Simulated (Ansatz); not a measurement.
Geometry optimisation, RKS BLYP-D4/def2-SVP in Ansatz 0.2.0.

Input file:

```yaml
crystal:
  periodic: [false, false, false]
  atoms:
    - { symbol: Si, position_ang: [0.313285, 1.612906, 0.456361] }
    - { symbol: H, position_ang: [1.663756, 1.084427, 0.51864] }
    - { symbol: O, position_ang: [-0.607552, 0.807801, -0.702098] }
    - { symbol: C, position_ang: [-0.327618, 0.892012, -2.097618] }
    - { symbol: H, position_ang: [0.390266, 3.076896, 0.109144] }
    - { symbol: H, position_ang: [-0.392885, 1.456009, 1.762541] }
    - { symbol: H, position_ang: [1.189976, -0.779905, 0.596612] }
    - { symbol: "N", position_ang: [0.774349, -1.352916, 1.334366] }
    - { symbol: C, position_ang: [-0.456347, -2.036895, 0.912682] }
    - { symbol: H, position_ang: [0.65728, 0.437105, -2.355425] }
    - { symbol: H, position_ang: [-0.326004, 1.944704, -2.462957] }
    - { symbol: H, position_ang: [-1.114683, 0.336277, -2.645944] }
    - { symbol: H, position_ang: [0.608744, -0.732514, 2.13222] }
    - { symbol: H, position_ang: [-0.996393, -2.406673, 1.813424] }
    - { symbol: H, position_ang: [-0.21257, -2.937632, 0.300965] }
    - { symbol: H, position_ang: [-1.163404, -1.4016, 0.326886] }
basis:
  gaussian: { orbitals: def2-SVP }
hamiltonian:
  xc: blyp
  dispersion: d4
relax:
  f_tol: 0.03
  max_steps: 50
output:
  orbitals: {}
```

Run as:

```bash
$ ansatz run input.yaml --threads 4 --pin off --max-ram 5120MiB --backend cpu --events-out ev --progress --plain --runs-dir out
```

Q: Where does it end, and by what steps?

A: It converged. The force dipped under the threshold on the way, but the program's further checks kept it going. After 38 steps the energy has fallen by 0.178 eV; H16 moved furthest, 1.80 Å.

```tsv
step	energy less start (eV)	largest force component (eV/Å)	accepted
0	0.0000	0.929	yes
2	-0.1027	0.496	no
4	-0.1324	0.087	yes
6	-0.1369	0.041	yes
8	-0.1385	0.038	yes
10	-0.1400	0.061	yes
12	-0.1360	0.406	no
14	-0.1426	0.029	yes
16	-0.1438	0.241	no
18	-0.1490	0.066	yes
20	-0.1523	0.132	yes
22	-0.1582	0.069	yes
24	-0.1634	0.098	yes
26	-0.1668	0.137	yes
28	-0.1696	0.045	yes
30	-0.1723	0.056	yes
32	-0.1750	0.067	yes
34	-0.1764	0.023	yes
36	-0.1772	0.032	yes
38	-0.1778	0.027	yes
```

```xyz
16
Properties=species:S:1:pos:R:3
Si -0.034 1.686 0.353
H 1.406 1.592 0.780
O -0.328 0.776 -1.042
C 0.279 1.075 -2.300
H -0.352 3.133 0.094
H -0.935 1.143 1.412
H 0.103 -1.154 -0.140
N 0.470 -1.765 0.602
C -0.571 -2.079 1.586
H 1.387 0.963 -2.265
H 0.044 2.111 -2.638
H -0.118 0.366 -3.055
H 1.247 -1.254 1.042
H -0.162 -2.753 2.369
H -1.396 -2.632 1.089
H -1.038 -1.207 2.114
```

Whether the end is a true minimum wasn't checked by a vibrational analysis.

The run took 100 s on 4 threads of Arm Neoverse N1 (shared host), peak memory 0.18 GiB.
